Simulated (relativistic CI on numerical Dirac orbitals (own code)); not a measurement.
Ni3+ in a cubic cluster: 2p photoemission with charge transfer

Computed with a charge-transfer multiplet model of a cubic metal-ligand cluster with up to 3 ligand holes, Slater and spin-orbit integrals from Dirac-Coulomb-Breit ions, Slater integrals scaled by 0.7. The ground state mixes d7 with configurations of k ligand holes L, whose averages lie at kΔ + k(k − 1)U_dd/2; a core hole lowers each added d electron by U_cd. 300 K, Lorentzian 0.6 eV and Gaussian 0.8 eV FWHM.

Atomic integrals in eV (Slater integrals scaled, ζ unscaled), ground: F2dd 9.255, F4dd 5.778, zeta_d 0.089; with the core hole: F2dd 10.444, F4dd 6.555, zeta_d 0.124, zeta_core 11.400, F2cd 6.313, G1cd 4.879, G3cd 2.777.

Cluster parameters (eV): Δ = 2.9, U_dd = 7.5, U_cd = 8.4, 10Dq = 1.5, 10Dq(ligand) = 0.7, final-state hopping factor = 1.

Weights, n_d and S are thermal averages at 300 K. Binding energies count from the first peak over 30 % of the highest in each spectrum, which can be another peak from case to case. The parameters are a model scan and need not match a compound or its usual spin state. Peaks in eV (height, largest 100): 0.0 (37), 3.9 (100), 5.3 (74), 9.7 (25), 18.9 (24), 23.3 (71).

Which parameters give this spectrum?
A. V(eg) = 2.1 eV, V(t2g) = -1.08 eV
B. V(eg) = 0.9 eV, V(t2g) = -0.46 eV
C. V(eg) = 2.4 eV, V(t2g) = -1.23 eV
D. V(eg) = 1.2 eV, V(t2g) = -0.62 eV
E. V(eg) = 1.5 eV, V(t2g) = -0.77 eV

B. V(eg) = 0.9 eV, V(t2g) = -0.46 eV; the ground state then has 7.07 d electrons and S = 1.50. The choice follows from running the model for each set and comparing peak positions and heights.
